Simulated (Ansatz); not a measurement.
A calculation with Ansatz (development build ahead of 0.2.0).

```yaml
crystal:
  periodic: [false, false, false]
  atoms:
    - { symbol: H, position_ang: [0.0, 0.0, 0.0] }
    - { symbol: Be, position_ang: [0.0, 0.0, 3.752] }
basis:
  gaussian: { orbitals: pcseg-2 }
magnetization:
  initial_magnetization: 1
hamiltonian:
  xc: { name: r2SCAN0 }
```

The input is written out in the form of the current development build from the run's settings.

Output:

```json
{
  "Converged": "yes",
  "Total energy": "-15.14914 hartree",
  "Spin squared of the determinant": "0.750",
  "Stability test": "minimum among restricted orbitals"
}
```

Caution: stretched shape with no unrestricted run beside it, a lower state can exist; charge can spread falsely over distant fragments.
